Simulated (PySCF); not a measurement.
## AuCl₃, singlet: structure and spectrum

All numbers come from B3LYP in PySCF with Au def2-SVP with ECP60, Cl def2-SVP; scalar-relativistic core potentials, no spin–orbit coupling; density-fitted integrals.

The structure is a saddle point with 1 imaginary mode.

```xyz
4
charge 0 multiplicity 1, angstrom
Au    0.1391    0.0000    0.0000
Cl    2.4192    0.0000    0.0000
Cl   -1.5825    1.5271    0.0000
Cl   -1.5825   -1.5272    0.0000
```

```
Point group                                                                   : C2v
Bond lengths                                                                  : Au–Cl 2.280 Å, Au–Cl 2.301 Å (×2)
Bond angles                                                                   : Cl–Au–Cl 83.1°, Cl–Au–Cl 138.4° (×2)
Principal quadrupole moments (Buckingham, traceless) about the centre of mass : -3.15, 0.96, 2.19 D Å
Highest occupied level                                                        : -8.60 eV
Rotational constants                                                          : 0.1034, 0.04394, 0.03083 cm⁻¹
Zero-point energy (real modes)                                                : 7.7 kJ/mol
Dipole moment                                                                 : 0.04 D
Atomisation energy without zero-point energy                                  : 552 kJ/mol
Principal polarisabilities                                                    : 34.6, 65.9, 112.6 bohr³
Lowest empty level                                                            : -6.31 eV
```

Harmonic modes (masses in u: Au 196.967, Cl 34.969):
| symmetry | ω (cm⁻¹) | IR (km/mol) | type |
| --- | --- | --- | --- |
| b2 | 52i | – | bend |
| b1 | 102 | 0.9 | bend |
| a1 | 136 | 0.7 | bend |
| a1 | 337 | 0.5 | stretch |
| b2 | 343 | 1.2 | stretch |
| a1 | 372 | 35.0 | stretch |

In C2v the vibrations span 2b2 + b1 + 3a1. Here b1 is antisymmetric to the molecular plane and b2 lies in it.

Charges (e):
```tsv
atom	Mulliken	Löwdin	polar tensor	Mayer order to Au1
Au1	0.40	-0.31	0.57	–
Cl2	-0.19	0.05	-0.34	0.94
Cl3,4	-0.10	0.13	-0.11	0.87
```

Mulliken populations on Au1 (electrons outside its core potential): s 2.84, p 6.38, d 9.36, f 0.01.

Outer orbital energies (eV). occupied: -10.59, -10.30, -9.66, -9.65, -8.85, -8.76, -8.69, -8.60; empty: -6.31, -1.49, 0.08, 1.13.

Stability towards spin polarisation was not tested. Only a few start shapes were tried, so a lower isomer may exist. At this level a singlet minimum of C2v symmetry lies 8 kJ/mol below this structure. No spin–orbit coupling is included, which matters more the heavier the element.

The final relaxation and frequency run took of the order of 100 core-seconds on a shared host.
